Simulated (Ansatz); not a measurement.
B2HIOZn (`I[B]1O[BH][Zn]1`) from Hartree–Fock to CCSD(T)

Cartesian coordinates in Å:
```
I -2.121 -1.856 -1.167
B -0.416 -0.976 -0.252
O -0.360 0.413 -0.170
B 0.712 1.064 0.409
Zn 1.486 -0.904 0.733
H 0.700 2.258 0.448
```

Charge 0, multiplicity 1. For Zn the d shell is correlated and the shells below it are frozen. Correlated methods include outer-core shells of I, which these sets cover unevenly. Scalar relativity is left out up to krypton. I takes the def2 core potential. Geometry: relaxed with PBE0-D4/def2-TZVP. Frozen core, restricted reference, Ansatz.

| basis | HF (Eh) | MP2 corr. |
| --- | --- | --- |
| def2-SVP | -2198.92479 | -0.75756 |
| def2-TZVPP | -2199.32373 | -1.41839 |
| def2-QZVPP | -2199.37144 | -1.65480 |

Estimate the CCSD correlation energy and the (T) correction in each basis where they were run (hartree).


```tsv
basis	CCSD corr.	(T)
def2-SVP	-0.76121	-0.02714
def2-TZVPP	-1.35345	-0.04857
```
